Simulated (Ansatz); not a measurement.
Reaction (redistribution): `[Cl][Ga]([Cl])[Cl]` + `O=C=NB(F)F` → `O=C=[N][Ga]([Cl])[Cl]` + `FB(F)Cl`

Gas-phase electronic energies from Ansatz, PBE0-D4/def2-TZVP geometries. CCSD(T)/CBS is the MP2 limit (def2-TZVPP, def2-QZVPP) plus CCSD(T) − MP2 in def2-TZVPP, frozen cores. DFT in def2-TZVPP. HSE06 is defined as in plane-wave codes. For Ga outer-core shells are correlated without core-valence functions, which leaves a few kJ/mol of doubt a bond. Scalar relativity is left out up to krypton. One conformer a species, not always the lowest.

`[Cl][Ga]([Cl])[Cl]`:

```xyz
4

Cl    0.246   -2.086    0.217
Ga    0.000    0.000    0.000
Cl   -1.897    0.795   -0.476
Cl    1.651    1.290    0.259
```

`O=C=NB(F)F`:

Cartesian coordinates in Å:
```
O 1.627 1.812 0.895
C 1.030 0.976 0.364
N 0.483 0.101 -0.254
B -0.679 -0.704 -0.312
F -0.812 -1.594 -1.269
F -1.649 -0.591 0.576
```

`O=C=[N][Ga]([Cl])[Cl]`:

Cartesian coordinates in Å:
```
O 1.060 -1.272 2.343
C 0.569 -1.015 1.323
N 0.046 -0.828 0.254
Ga -0.387 0.525 -0.868
Cl -1.352 0.060 -2.681
Cl 0.065 2.529 -0.370
```

`FB(F)Cl`:

Z-matrix (Å, degrees):
```
B
F 1 1.310
Cl 1 1.740 2 120.5
F 1 1.310 2 119.0 3 180.0
```

```csv
species,HSE06-D4 energy (Eh)
`[Cl][Ga]([Cl])[Cl]`,-3304.94228
`O=C=NB(F)F`,-392.53454
`O=C=[N][Ga]([Cl])[Cl]`,-3012.83077
`FB(F)Cl`,-684.62262
```

Task: Work out ΔE.

Result: ΔE = (-3012.83077) + (-684.62262) − (-3304.94228) − (-392.53454) = 0.02343 Eh = +61.5 kJ/mol. CCSD(T)/CBS gives +54.3 kJ/mol.

Largest T1 diagnostic among the species: 0.016.

Leaving LDA and LC-ωPBE aside and taking each functional with its dispersion term where it has one, the values, not all of them listed here, spread over 7.5 kJ/mol, from revPBE-D4 to BHLYP-D4. In def2-TZVPP, CCSD(T) changes the Hartree–Fock value by −14.1 kJ/mol (the triples alone add −1.8 kJ/mol) and MP2 by −15.6 kJ/mol.
